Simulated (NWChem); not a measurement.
C$_{3}$H$_{7}$F; SMILES CC(C)F

Results from NWChem. Structure relaxed at the PBE0/def2-SVP level. Level: PBE/def2-SVP with COSMO at NWChem's default radii, gas-phase geometry; rows give the dielectric constant.

```json
[
 {"dielectric constant": "3.9", "electrostatic solvation energy (kcal/mol)": "-1.6", "dipole in solution (D)": "1.91"},
 {"dielectric constant": "4.8", "electrostatic solvation energy (kcal/mol)": "-1.7", "dipole in solution (D)": "1.93"},
 {"dielectric constant": "20.7", "electrostatic solvation energy (kcal/mol)": "-2.1", "dipole in solution (D)": "2.01"},
 {"dielectric constant": "25.0", "electrostatic solvation energy (kcal/mol)": "-2.1", "dipole in solution (D)": "2.01"},
 {"dielectric constant": "37.5", "electrostatic solvation energy (kcal/mol)": "-2.2", "dipole in solution (D)": "2.02"}
]
```
